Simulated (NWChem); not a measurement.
System: BeF$_{2}$; SMILES [F][Be][F]

All runs: NWChem. Medium grid unless said otherwise, to which SCAN and Minnesota functionals are sensitive. Geometry: optimised at PBE0/def2-SVP. Level r2SCAN/def2-TZVP: single points from the atomic guess with DIIS by default; each run changes one setting, and all converged runs end within 0.3 mHa of each other.

```
setting                           SCF iterations
--------------------------------  --------------
defaults                                       6
70 % damping for 30 cycles                    31
core-Hamiltonian guess                        11
level shift of 0.5 Ha throughout              11
occupation smearing of 0.005 Ha                6
DIIS on 20 Fock matrices                       6
```
